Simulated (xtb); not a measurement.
C4H12BN2 (SMILES CN(C)[B]N(C)C), doublet, at a GFN2-xTB geometry; GFN1-xTB in xtb.

Input for xtb:
```
$ xtb mol.xyz --gfn 1 --uhf 1 --acc 0.0001 --json

# file mol.xyz
19

C      1.47009147    -0.40656865     1.28585248
N      1.26136042    -0.05663410    -0.10647877
C      2.49137815    -0.14377334    -0.85921272
B      0.07121700     0.42701584    -0.67341478
N     -1.23083553     0.23966076    -0.18215891
C     -2.33700104     1.06941565    -0.60054862
C     -1.67784756    -0.83913310     0.67865071
H      2.33137516     0.14236037     1.68473616
H      0.59588885    -0.14256006     1.87303335
H      1.67410875    -1.47900765     1.40275190
H      2.30930218     0.12754764    -1.89662984
H      3.25763953     0.52708475    -0.44889109
H      2.89060709    -1.16486969    -0.82845373
H     -3.08887878     0.48480160    -1.14687929
H     -1.97679898     1.86613551    -1.24745894
H     -2.83141669     1.51977426     0.26876025
H     -0.88030407    -1.56278838     0.81634431
H     -2.53310294    -1.35191645     0.22276438
H     -1.99790538    -0.46247103     1.65900912
```

Question: What does xtb print? Leave out banner, timings and long lists.

Answer: 
```
   ID    Z sym.   atoms
    1    6 C      1, 3, 6, 7
    2    7 N      2, 5
    3    5 B      4
    4    1 H      8-19

           -------------------------------------------------
          |                Calculation Setup                |
           -------------------------------------------------

           -------------------------------------------------
          |                 G F N 1 - x T B                 |
           -------------------------------------------------

          ...................................................
          :                      SETUP                      :
          :.................................................:
          :  # basis functions                  52          :
          :  # atomic orbitals                  52          :
          :  # shells                           38          :
          :  # electrons                        41          :
          :  # halogen bonds                     0          :
          :  max. iterations                   250          :
          :  Hamiltonian                  GFN1-xTB          :
          :  restarted?                      false          :
          :  GBSA solvation                  false          :
          :  PC potential                    false          :
          :  electronic temp.          300.0000000     K    :
          :  accuracy                    0.0001000          :
          :  -> integral cutoff          0.6500000E+02      :
          :  -> integral neglect         0.1000000E-11      :
          :  -> SCF convergence          0.1000000E-09 Eh   :
          :  -> wf. convergence          0.2000000E-08 e    :
          :  Broyden damping             0.4000000          :
          :  net charge                          0          :
          :  unpaired electrons                  1          :
          ...................................................

 iter      E             dE          RMSdq      gap      omega  full diag
   1    -22.9121402 -0.229121E+02  0.768E+00    3.09       0.0  T
   2    -22.9360667 -0.239265E-01  0.466E+00    3.22       1.0  T
   3    -22.9367642 -0.697505E-03  0.594E-01    3.28       1.0  T
   4    -22.9385865 -0.182229E-02  0.111E-01    3.25       1.0  T
   5    -22.9386662 -0.796707E-04  0.119E-02    3.26       1.9  T
   6    -22.9386672 -0.105822E-05  0.405E-03    3.26       5.7  T
   7    -22.9386673 -0.956915E-07  0.124E-03    3.26      18.5  T
   8    -22.9386673 -0.944367E-08  0.651E-05    3.26     352.3  T
   9    -22.9386673 -0.101430E-10  0.642E-06    3.26    3575.6  T
  10    -22.9386673 -0.120792E-12  0.249E-06    3.26    9219.4  T
  11    -22.9386673  0.248690E-13  0.225E-07    3.26  100000.0  T
  12    -22.9386673 -0.532907E-13  0.479E-08    3.26  100000.0  T
  13    -22.9386673 -0.355271E-14  0.307E-09    3.26  100000.0  T
  14    -22.9386673  0.568434E-13  0.720E-10    3.26  100000.0  T

   *** convergence criteria satisfied after 14 iterations ***

         :::::::::::::::::::::::::::::::::::::::::::::::::::::
         ::                     SUMMARY                     ::
         :::::::::::::::::::::::::::::::::::::::::::::::::::::
         :: total energy             -22.661644300175 Eh    ::
         :: gradient norm              0.037316807107 Eh/a0 ::
         :: HOMO-LUMO gap              3.257255746974 eV    ::
         ::.................................................::
         :: SCC energy               -22.938667315588 Eh    ::
         :: -> electrostatic           0.024828404610 Eh    ::
         :: repulsion energy           0.284330405207 Eh    ::
         :: dispersion energy         -0.007307389793 Eh    ::
         :: halogen bond corr.         0.000000000000 Eh    ::
         :: add. restraining           0.000000000000 Eh    ::
         :: total charge              -0.000000000000 e     ::
         :::::::::::::::::::::::::::::::::::::::::::::::::::::

           -------------------------------------------------
          |                Property Printout                |
           -------------------------------------------------

    * Orbital Energies and Occupations

         #    Occupation            Energy/Eh            Energy/eV
      -------------------------------------------------------------
         1        2.0000           -0.7414726             -20.1765
       ...           ...                  ...                  ...
         9        2.0000           -0.5407102             -14.7135
        10        2.0000           -0.5397731             -14.6880
        11        2.0000           -0.5321256             -14.4799
        12        2.0000           -0.5232163             -14.2374
        13        2.0000           -0.5051023             -13.7445
        14        2.0000           -0.5041483             -13.7186
        15        2.0000           -0.4984575             -13.5637
        16        2.0000           -0.4843130             -13.1788
        17        2.0000           -0.4800498             -13.0628
        18        2.0000           -0.4609343             -12.5427
        19        2.0000           -0.4015077             -10.9256
        20        2.0000           -0.3689620             -10.0400
        21        1.0000           -0.2740345              -7.4569 (HOMO)
        22                         -0.1543325              -4.1996 (LUMO)
        23                         -0.1302581              -3.5445
        24                         -0.1235065              -3.3608
        25                         -0.1209540              -3.2913
        26                         -0.1098536              -2.9893
        27                         -0.0794521              -2.1620
        28                         -0.0779525              -2.1212
        29                         -0.0598342              -1.6282
        30                         -0.0576725              -1.5693
        31                         -0.0484188              -1.3175
        32                         -0.0427760              -1.1640
       ...                                ...                  ...
        52                          0.6486965              17.6519
      -------------------------------------------------------------
                  HL-Gap            0.1197019 Eh            3.2573 eV
             Fermi-level           -0.2678409 Eh           -7.2883 eV

  Mulliken/CM5 charges         n(s)   n(p)   n(d)
     1C     0.06054 -0.02168   0.982  2.958  0.000
     2N    -0.31954 -0.51870   1.450  3.869  0.000
     3C     0.06032 -0.01965   0.979  2.961  0.000
     4B     0.17230  0.14389   1.013  1.815  0.000
     5N    -0.31954 -0.51870   1.450  3.869  0.000
     6C     0.06032 -0.01965   0.979  2.961  0.000
     7C     0.06054 -0.02168   0.982  2.958  0.000
     8H     0.01765  0.07911   0.982  0.000  0.000
     9H     0.03001  0.09715   0.970  0.000  0.000
    10H     0.01595  0.07650   0.984  0.000  0.000
    11H     0.01706  0.08170   0.983  0.000  0.000
    12H     0.01529  0.07599   0.985  0.000  0.000
    13H     0.01657  0.07763   0.983  0.000  0.000
    14H     0.01529  0.07599   0.985  0.000  0.000
    15H     0.01706  0.08170   0.983  0.000  0.000
    16H     0.01657  0.07763   0.983  0.000  0.000
    17H     0.03001  0.09715   0.970  0.000  0.000
    18H     0.01765  0.07911   0.982  0.000  0.000
    19H     0.01595  0.07650   0.984  0.000  0.000

Wiberg/Mayer (AO) data.
largest (>0.10) Wiberg bond orders for each atom

 ---------------------------------------------------------------------------
     #   Z sym  total        # sym  WBO       # sym  WBO       # sym  WBO
 ---------------------------------------------------------------------------
     1   6 C    3.977 --     9 H    0.985     8 H    0.983    10 H    0.982
                             2 N    0.958
     2   7 N    3.286 --     4 B    1.266     3 C    0.978     1 C    0.958
     3   6 C    3.978 --    11 H    0.986    13 H    0.985    12 H    0.983
                             2 N    0.978
     4   5 B    2.763 --     5 N    1.266     2 N    1.266
     5   7 N    3.286 --     4 B    1.266     6 C    0.978     7 C    0.958
     6   6 C    3.978 --    15 H    0.986    16 H    0.985    14 H    0.983
                             5 N    0.978
     7   6 C    3.977 --    17 H    0.985    18 H    0.983    19 H    0.982
                             5 N    0.958
     8   1 H    1.008 --     1 C    0.983
     9   1 H    1.008 --     1 C    0.985
    10   1 H    1.009 --     1 C    0.982
    11   1 H    1.028 --     3 C    0.986
    12   1 H    1.008 --     3 C    0.983
    13   1 H    1.009 --     3 C    0.985
    14   1 H    1.008 --     6 C    0.983
    15   1 H    1.028 --     6 C    0.986
    16   1 H    1.009 --     6 C    0.985
    17   1 H    1.008 --     7 C    0.985
    18   1 H    1.008 --     7 C    0.983
    19   1 H    1.009 --     7 C    0.982
 ---------------------------------------------------------------------------

Topologies differ in total number of bonds
Writing topology from bond orders to xtbtopo.mol

 dipole moment from electron density (au)
     X       Y       Z
  -0.0494  -0.2960   0.4669  total (Debye):    1.411

           -------------------------------------------------
          | TOTAL ENERGY              -22.661644300175 Eh   |
          | GRADIENT NORM               0.037316807107 Eh/α |
          | HOMO-LUMO GAP               3.257255746974 eV   |
           -------------------------------------------------

normal termination of xtb
```
